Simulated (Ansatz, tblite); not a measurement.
Forces on Ag13Cl4⁻ (started as a model of: Ag13(Cl)4) at its r2SCAN-D4/def2-SVP geometry. The state is a singlet with charge -1.

In the def2 sets Ag takes a core potential; there is no spin–orbit coupling. The xTB rows come from tblite. Single mean-field runs in def2-TZVP are fitted with def2-universal-jkfit. The restricted singlet is unstable towards broken spin symmetry in Hartree–Fock (as tested in another run); at r2SCAN-D4/def2-TZVP, PBE0-D4/def2-TZVP this wasn't settled.

GFN2-xTB (tblite), largest force 0.83 eV/Å:

```xyz
17
positions Å, forces eV/Å
Ag    0.004   -0.001    0.000   -0.004   -0.002   -0.001
Ag    0.185   -2.028   -1.878   -0.093    0.087    0.239
Ag    1.550   -2.156    0.796   -0.040    0.213   -0.159
Ag   -1.546    2.156   -0.798    0.035   -0.217    0.170
Ag   -0.179    2.031    1.879    0.084   -0.091   -0.246
Ag    1.356    2.282   -0.545   -0.700   -0.409   -0.126
Ag    2.414   -0.276   -1.203   -0.800   -0.162   -0.065
Ag   -2.406    0.274    1.204    0.799    0.169    0.072
Ag   -1.351   -2.280    0.542    0.707    0.405    0.131
Ag    0.000   -0.681    2.629    0.008    0.199   -0.756
Ag    2.500    0.684    1.351   -0.567   -0.353    0.450
Ag   -2.496   -0.683   -1.350    0.563    0.351   -0.458
Ag    0.010    0.683   -2.629   -0.007   -0.201    0.752
Cl   -0.107   -3.615   -3.603    0.095    0.413    0.485
Cl    3.106   -3.675    1.716   -0.421    0.401   -0.276
Cl   -3.132    3.652   -1.705    0.427   -0.390    0.270
Cl    0.091    3.632    3.594   -0.086   -0.414   -0.480
```

r2SCAN-D4/def2-TZVP (Ansatz), largest force 0.16 eV/Å:

```
Ag -0.003 0.021 0.002
Ag -0.011 -0.099 -0.106
Ag 0.093 -0.099 0.054
Ag -0.085 0.088 -0.050
Ag 0.011 0.091 0.096
Ag -0.017 -0.048 0.000
Ag -0.036 0.021 0.011
Ag 0.040 -0.015 -0.011
Ag 0.011 0.036 0.007
Ag -0.011 0.009 -0.041
Ag -0.056 -0.016 -0.024
Ag 0.053 0.018 0.018
Ag 0.009 -0.006 0.044
Cl 0.000 0.120 0.108
Cl -0.098 0.120 -0.046
Cl 0.100 -0.119 0.046
Cl 0.001 -0.122 -0.109
```

PBE0-D4/def2-TZVP (Ansatz), largest force 0.35 eV/Å:

```
Ag -0.004 0.021 0.002
Ag 0.005 -0.264 -0.223
Ag 0.211 -0.260 0.088
Ag -0.203 0.250 -0.083
Ag -0.006 0.255 0.213
Ag 0.092 0.167 -0.077
Ag 0.174 -0.006 -0.129
Ag -0.169 0.012 0.130
Ag -0.098 -0.180 0.085
Ag -0.006 -0.055 0.215
Ag 0.149 0.021 0.161
Ag -0.152 -0.019 -0.168
Ag 0.004 0.058 -0.212
Cl -0.010 0.106 0.082
Cl -0.077 0.106 -0.027
Cl 0.078 -0.106 0.027
Cl 0.010 -0.107 -0.083
```
